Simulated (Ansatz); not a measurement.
Ga₇P₇, 14 atoms. Hardware: 2 threads of AMD EPYC 7R13 on a shared host and a share (18 GiB) of an NVIDIA H100 80GB HBM3.

Single mean-field runs in def2-TZVP are fitted with def2-universal-jkfit.

How many basis functions does each of these Ansatz runs have, and roughly what does it cost? LC-ωPBE/def2-TZVP, charge 0 singlet, energy, from earlier orbitals; r2SCANh-D4/def2-TZVP, charge 0 singlet, energy, from earlier orbitals; r2SCAN-D4/def2-TZVP, charge 0 singlet, energy, from earlier orbitals; PBE-D4/def2-SVP, charge 0 singlet, relaxation, 14 steps; CAM-B3LYP-D4/def2-TZVP, charge 1 doublet at the geometry of the charge 0 singlet, energy, from earlier orbitals; PBE-D4/def2-TZVP, charge 0 triplet at the geometry of the charge 0 singlet, energy, from earlier orbitals; PBE-D4/def2-SVP, charge 0 singlet, energy, from earlier orbitals; PBE0-D4/def2-TZVP, charge 0 singlet, energy and forces, from earlier orbitals; PBE0-D4/def2-TZVP, charge -1 doublet, energy, from earlier orbitals; PBE0-D4/def2-TZVP, charge 0 triplet at the geometry of the charge 0 singlet, energy; PBE0-D4/def2-TZVP, charge 1 doublet at the geometry of the charge 0 singlet, energy; PBE0-D4/def2-SVP, charge 0 singlet, energy, from earlier orbitals.

Other jobs shared the machine, so times can vary by a factor of up to 3. A dash marks memory too small to be measured apart from the calling script's.

```tsv
run	functions	fitting or Cholesky vectors	wall time	peak host memory (GiB)
PBE-D4/def2-SVP, charge 0 singlet, energy, from earlier orbitals	350	3934	3.1 s	–
PBE0-D4/def2-SVP, charge 0 singlet, energy, from earlier orbitals	350	3339	4.5 s	–
r2SCAN-D4/def2-TZVP, charge 0 singlet, energy, from earlier orbitals	595	2758	5 s	–
PBE0-D4/def2-TZVP, charge 0 singlet, energy and forces, from earlier orbitals	595	2758	6 s	1.9
r2SCANh-D4/def2-TZVP, charge 0 singlet, energy, from earlier orbitals	595	2758	6 s	–
LC-ωPBE/def2-TZVP, charge 0 singlet, energy, from earlier orbitals	595	2758	6 s	–
PBE0-D4/def2-TZVP, charge -1 doublet, energy, from earlier orbitals	595	2758	9.5 s	1.1
PBE0-D4/def2-TZVP, charge 1 doublet at the geometry of the charge 0 singlet, energy	595	2758	14 s	1.2
PBE-D4/def2-TZVP, charge 0 triplet at the geometry of the charge 0 singlet, energy, from earlier orbitals	595	2758	16 s	1.2
PBE0-D4/def2-TZVP, charge 0 triplet at the geometry of the charge 0 singlet, energy	595	2758	17 s	1.1
PBE-D4/def2-SVP, charge 0 singlet, relaxation, 14 steps	350	3934	38 s	–
CAM-B3LYP-D4/def2-TZVP, charge 1 doublet at the geometry of the charge 0 singlet, energy, from earlier orbitals	595	2758	40 s	1.2
```
